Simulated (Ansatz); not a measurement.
CH$_{5}$FOSi$_{2}$, SMILES `OC1(F)[SiH2][SiH2]1`, charge 0, multiplicity 1.

**Question.** Give a relaxed structure at PBE0-D4/def2-TZVP (Ansatz 0.2.0). (An estimate is asked.)

**Answer.** The calculation gave: 
Cartesian coordinates in Å:
```
O 1.5107 -0.9621 -0.4408
C 0.7637 0.1219 -0.0489
F 1.5448 1.2551 0.0975
Si -0.5211 -0.2345 1.3352
Si -0.9984 0.3760 -0.8103
H 1.7194 -0.8822 -1.3788
H -0.6111 0.8021 2.3897
H -0.6175 -1.6288 1.8257
H -1.3771 -0.6128 -1.8501
H -1.4134 1.7653 -1.1192
```
This is one stationary point; other conformers may exist.
